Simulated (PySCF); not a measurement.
Gas-phase reaction: 2 GeF₂ + 4 H ⇌ GeHF₃ + GeH₃F

Energies from PySCF, thermal terms from the rigid-rotor harmonic-oscillator model, ideal gas at 1 bar. † marks an energy on the PBE0/def2-TZVP geometry and frequencies; other levels use their own. MP2 and CCSD(T) freeze the core. 6-31G* has spherical d functions here. Open shells (unrestricted): H (multiplicity 2); the rest are closed-shell singlets. B3LYP is the form with VWN-RPA correlation. Ge: all electrons, no relativistic terms. GeHF₃: computed as isolated molecules; such fragments, hydroxides, amides, oligomers or adducts are transient or little studied in the gas. MP2 isn't extrapolated to the basis-set limit; its ΔH°(298 K) is -909.3 kJ in def2-SVP and -934.8 kJ in def2-TZVPP. CCSD(T) isn't extrapolated to the basis-set limit; its ΔH°(298 K) is -935.2 kJ in def2-SVP and -970.2 kJ in def2-TZVPP. The harmonic model lacks anharmonicity and excited electronic states, which grow with temperature; levels with a mode under 35 cm⁻¹ are left out.

| level | ΔE electronic, kJ | ΔH°(298 K), kJ | ΔS°(298 K), J/K | ΔG°(1800 K), kJ |
|---|---|---|---|---|
| B3LYP/6-31G* | -962 | -898 | -455 | -30 |
| B3LYP/def2-TZVP† | -971 | -905 | -454 | -38 |
| BLYP/def2-TZVP† | -915 | -849 | -454 | 18 |
| CCSD(T)/def2-TZVPP† | -1036 | -970 | -454 | -103 |
| HF/6-31G* | -830 | -759 | -456 | 117 |
| MP2/def2-TZVPP† | -1000 | -935 | -454 | -68 |
| PBE/def2-TZVP† | -933 | -867 | -454 | 0 |
| PBE0/def2-QZVP† | -981 | -915 | -454 | -48 |
ΔH° is lowest at CCSD(T)/def2-TZVPP† and highest at HF/6-31G*. No reference value is set beside these.
